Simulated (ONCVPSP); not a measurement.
Before and after: ONCV potential for fluorine (F)

```
Element                 : fluorine
Generator               : ONCVPSP 4.0.1
Type                    : optimised norm-conserving Vanderbilt (ONCV)
Functional              : PBE
Relativity              : scalar-relativistic
Frozen core             : [He]
Valence charge          : 7
Reference configuration : 2s2 2p5
Partial waves           : 2s: rc 0.70 bohr, ncon 3, nbas 8, qcut 10.2 1/bohr, 2 projectors, debl 2.8 Ha; 2p: rc 1.80 bohr, ncon 4, nbas 9, qcut 6.7 1/bohr, 2 projectors, debl 0.8 Ha; d scattering state at 0.06 Ha: rc 1.80 bohr, ncon 3, nbas 7, qcut 4.6 1/bohr, 2 projectors, debl 0.4 Ha
Local potential         : polynomial inside 0.55 bohr (lpopt 2, dvloc0 0 Ha)
Core correction         : Teter function, fcfact 3.5, rcfact 1.3
```

Change: all radii but the core radius scaled by about 1.29 (s 0.90, p 2.32, d 2.32 bohr); local potential polynomial inside 0.72 bohr (lpopt 2, dvloc0 0 Ha).

Cutoffs: the cutoffs (Ha) at which the residual kinetic energy of the hardest occupied pseudo-wave falls to 1 and 0.1 mHa per electron; they do not see the model core or the augmentation charge, which bear on the density cutoff. Errors are all-electron minus pseudo energies relative to the spin-unpolarised reference configuration.

Question: Predict the effect on cutoff, ghosts and configuration errors.

Answer: The potential gets softer (49 Ha and 237 Ha → 39 Ha and 48 Ha); of the 4 tests that both files solve, the error grows in 4 and shrinks in 0 by more than 15 % and 0.3 meV (median size 603.7 → 1153.8 meV); neither file shows a bound ghost. A larger radius leaves more room for a smooth pseudo-wave, so fewer plane waves are needed. More of the atom is replaced by a form fitted at one configuration, so other configurations suffer.

```tsv
quantity	base	changed
cutoff, loose	49 Ha	39 Ha
cutoff, tight	237 Ha	48 Ha
loose cutoff by channel	s 49 Ha, p 19 Ha	s 39 Ha, p 15 Ha
bound ghosts	none	none
GHOST(+) flags under 300 eV	d at 49.7 eV	d at 69.7 eV
error for 2s2 2p4, meV [ΔE 19.39 eV]	+154	+318
error for 2s2 2p3, meV [ΔE 57.77 eV]	+1053	+1989
error for 2s2 2p2, meV [ΔE 118.41 eV]	+3565	+6259
error for 2s1 2p6, meV [ΔE 18.81 eV]	-33	-122
rms error of d²Exc/dni dnj with the model core, mHa	0.90	2.06
```

Changed file: These tests converged, but a pseudo level misses the all-electron one widely, so the file describes the atom poorly there or has found another state: 2s2 2p2: 2p by 6.0 eV.
